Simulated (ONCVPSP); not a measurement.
# u(r) = r·R(r): atom against pseudo-atom (H (Z = 1))

Columns: radius, all-electron u(r) and pseudo u(r) of the 1s shell (level -6.36 eV) of hydrogen in the configuration 1s1; LDA (Perdew-Zunger), non-relativistic, ONCV scheme, ONCVPSP 4.0.1.

```tsv
r (bohr)	all-electron	pseudo
0.062	0.1079	0.0841
0.125	0.2042	0.1680
0.188	0.2884	0.2487
0.250	0.3604	0.3237
0.312	0.4228	0.3930
0.375	0.4773	0.4565
0.438	0.5238	0.5123
0.500	0.5624	0.5594
0.562	0.5948	0.5988
0.625	0.6219	0.6314
0.688	0.6438	0.6569
0.750	0.6608	0.6757
0.812	0.6739	0.6887
0.875	0.6835	0.6967
0.938	0.6899	0.7003
1.000	0.6933	0.7003
1.062	0.6942	0.6981
1.125	0.6930	0.6944
1.188	0.6897	0.6900
1.250	0.6848	0.6849
1.312	0.6785	0.6785
1.375	0.6707	0.6707
1.438	0.6617	0.6618
1.500	0.6520	0.6520
1.562	0.6414	0.6414
1.625	0.6300	0.6300
```

How many radial nodes do the two functions have?

The all-electron 1s function has n − l − 1 = 0; the pseudo-wave has 0.

At about which radius was the pseudo-wave matched?

1.25 bohr, where the columns begin to agree (steps of 0.06 bohr).

Is the pseudo-wave norm-conserving?

Yes: the ONCV scheme keeps the norm inside the radius equal to the all-electron one, which fixes the energy derivative of the logarithmic derivative at the level.
